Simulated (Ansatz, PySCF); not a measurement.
Process, species as SMILES: CSB(C)C + 4 [H][H] (H2) -> B (BH3) + 3 C (CH4) + S (H2S)
Each molecule is optimised on its own at B3LYP-D3(BJ)/def2-TZVP (Ansatz, an electronic-structure program), one conformer each, not searched for the lowest.

Quantity: energy of full hydrogenation (enthalpy at 298 K, with B3LYP-D3(BJ) rigid-rotor harmonic-oscillator terms from PySCF), in kJ/mol. Cores are frozen in the correlated levels unless marked. Spin-orbit coupling is left out. Non-relativistic. Basis-set limits of correlation are two-point, X^-3; Hartree-Fock from the larger set.

```csv
level,program,energy of full hydrogenation (kJ/mol)
HF/cc-pV(Q+d)Z,Ansatz,-91.5
PBE/def2-TZVPD,Ansatz,17.8
```

Problem. Predict the CCSD(T)/CBS(cc-pV(T+d)Z,cc-pV(Q+d)Z) result (Ansatz).

Solution. 7.4 kJ/mol
